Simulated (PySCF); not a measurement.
**Electron correlation in W²⁺ (tungsten, charge +2)**

[Xe] 4f14 5d4, high-spin 5D determinant. All numbers are calculated (PySCF 2.14, the spin-free X2C one-electron Hamiltonian (Gaussian nucleus), in x2c-TZVPPall with one added diffuse shell each of s, p, d, f type (12s8p8d4f1g, 113 functions)). Frozen: [Xe] 4f14; 6 electrons correlated.

```
  level  correlation energy (mhartree)
   CCSD                         -48.75
    (T)                          -0.63
CCSD(T)                         -49.38
```

Diagnostics: T1 = 0.0023, D1 = 0.0049, largest double amplitude 0.017.

Spin-orbit coupling, absent here, splits the open shell strongly.

Cost of the coupled-cluster step: roughly 16 core-seconds, for 6 correlated electrons.

Iterations:

```
CC2 = 0
CCSD nocc = (np.int64(4), np.int64(2)), nmo = (79, 81)
frozen orbitals [[0, 1, 2, 3, 4, 5, 6, 7, 8, 9, 10, 11, 12, 13, 14, 15, 16, 17, 18, 19, 20, 21, 22, 23, 24, 25, 26, 27, 28, 29, 30, 31, 32, 33], [0, 1, 2, 3, 4, 5, 6, 7, 8, 9, 10, 11, 12, 13, 14, 15, 16, 17, 18, 19, 20, 21, 22, 23, 24, 25, 26, 27, 28, 29, 30, 33]]
max_cycle = 100
direct = 0
conv_tol = 1e-08
conv_tol_normt = 1e-06
diis_space = 8
diis_start_cycle = 0
Init t2, MP2 energy = -0.0425169574082833
Init E_corr(UCCSD) = -0.0425169574083948
cycle = 1  E_corr(UCCSD) = -0.0476893347274646  dE = -0.00517237732  norm(t1,t2) = 0.0170526
cycle = 2  E_corr(UCCSD) = -0.0485205883107323  dE = -0.000831253583  norm(t1,t2) = 0.00437475
cycle = 3  E_corr(UCCSD) = -0.0487696557451183  dE = -0.000249067434  norm(t1,t2) = 0.00161106
cycle = 4  E_corr(UCCSD) = -0.0487509396737597  dE = 1.87160714e-05  norm(t1,t2) = 0.000350154
cycle = 5  E_corr(UCCSD) = -0.0487517090516036  dE = -7.69377844e-07  norm(t1,t2) = 0.000144726
cycle = 6  E_corr(UCCSD) = -0.0487520882728661  dE = -3.79221262e-07  norm(t1,t2) = 0.000102578
cycle = 7  E_corr(UCCSD) = -0.0487520034070669  dE = 8.48657992e-08  norm(t1,t2) = 4.6984e-05
cycle = 8  E_corr(UCCSD) = -0.0487519513306932  dE = 5.20763737e-08  norm(t1,t2) = 1.0685e-05
cycle = 9  E_corr(UCCSD) = -0.048751947813584  dE = 3.51710921e-09  norm(t1,t2) = 1.68265e-06
cycle = 10  E_corr(UCCSD) = -0.0487519507471463  dE = -2.9335623e-09  norm(t1,t2) = 2.62623e-07
UCCSD converged
E(UCCSD) = -16137.49474139838  E_corr = -0.04875195074714627
UCCSD(T) correction = -0.000630219096635522
```
